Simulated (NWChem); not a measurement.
## Correlation energy of AlCl

```
Al
Cl 1 2.1469
```
Charge 0, spin multiplicity 1.

The numbers come from NWChem runs, not from measurements. Structure: optimised with PBE0/def2-SVP, a minimum by its harmonic frequencies.

Basis set: cc-pVQZ. Each correlation energy counts from its own Hartree-Fock reference.

The correlated methods keep 10 core orbitals frozen. The structure started from a generated list of species. Coupled-cluster values serve here as a point of comparison, not as the truth.

Problem. For the correlation energy, CCSD gives -288.5 mHa and RI-MP2 gives -264.4 mHa. What do SCS-MP2, CR-CCSD[T], CR-CCSD(T) give?

Solution. SCS-MP2: -266.5 mHa; CR-CCSD[T]: -299.1 mHa; CR-CCSD(T): -299.0 mHa.
